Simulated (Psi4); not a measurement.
CrO3 (chromic anhydride): a line through the functionals

CrO3 has 4 atoms, charge 0, and is taken as a singlet. As SMILES, `[O]=[Cr](=[O])=[O]`. Geometry: relaxed at PBE0-D4/def2-TZVP.

The dipole moment y, in D, basis def2-SVP; a is the functional's share of exact exchange. Programs: Psi4 1.11.

| functional | program | a | y (D) |
| --- | --- | --- | --- |
| revPBE | Psi4 | 0 | 2.68 |
| TPSS | Psi4 | 0 | 2.74 |
| TPSSh | Psi4 | 0.1 | 2.79 |
| B3LYP | Psi4 | 0.2 | 2.76 |
| PBE0 | Psi4 | 0.25 | ? |
| BHLYP | Psi4 | 0.5 | 2.91 |

Q: Fit y = c + s·a to the known rows and predict PBE0.

A: 
1. Means of the 5 rows: a = 0.1600, y = 2.776.
2. Σ(Δa)² = 0.172, Σ(Δa·Δy) = 0.0652, so the slope is 0.0652/0.172 = 0.37907.
3. Intercept: 2.776 − (0.37907) × 0.1600 = 2.715. The largest residual of the fit is 0.037.
4. PBE0: 2.715 + (0.37907) × 0.25 = 2.81 D.

The run gave 2.81 D, so the prediction is off by 0.00 D: they agree to the digits shown. More exact exchange makes the molecule more polar here. The rows mix families of semi-local functionals, which the line can't see.
